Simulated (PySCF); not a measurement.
Isomers of C6H7N3O, from PySCF 2.14.0, PBE0-D3(BJ)/def2-SVP geometry optimisation, gas phase. One conformer each, no zero-point energy, no frequencies.

Task: Which isomer lies lowest at this level?
A. `[CH:1]#[C:2][CH2:3][n:4]1[n:5][cH:6][c:7]([O:8][CH3:9])[n:10]1` with C2–C3–N4–N5 -96°, C6–C7–O8–C9 179°: A = 2663, B = 842.4, C = 710.5 MHz, dipole 1.48 D
B. `[CH2:1]=[CH:2][n:3]1[n:4][n:5][cH:6][c:7]1[C:8]([CH3:9])=[O:10]` with C1–C2–N3–N4 -1°, C6–C7–C8–C9 0°: A = 2100, B = 1239, C = 783.0 MHz, dipole 2.42 D
C. `[CH3:1][c:2]1[n:3][n:4][c:5]([CH:6]=[O:7])[c:8]([CH3:9])[n:10]1` with N4–C5–C6–O7 180°: A = 3001, B = 1003, C = 758.7 MHz, dipole 2.19 D

Result: C. That is `Cc1nnc(C=O)c(C)n1`, 12.1 kcal/mol below the next.

| SMILES | mapped SMILES | E (Eh) | relative (kcal/mol) | relative (kJ/mol) | dipole (D) |
| --- | --- | --- | --- | --- | --- |
| Cc1nnc(C=O)c(C)n1 | [CH3:1][c:2]1[n:3][n:4][c:5]([CH:6]=[O:7])[c:8]([CH3:9])[n:10]1 | -471.42226 | 0.0 | 0.0 | 2.19 |
| C=Cn1nncc1C(C)=O | [CH2:1]=[CH:2][n:3]1[n:4][n:5][cH:6][c:7]1[C:8]([CH3:9])=[O:10] | -471.40301 | 12.1 | 50.6 | 2.42 |
| C#CCn1ncc(OC)n1 | [CH:1]#[C:2][CH2:3][n:4]1[n:5][cH:6][c:7]([O:8][CH3:9])[n:10]1 | -471.33688 | 53.6 | 224.2 | 1.48 |

As drawn, the lowest has a C=O bond, which the highest lacks; the highest has a C≡C bond, which the lowest lacks.
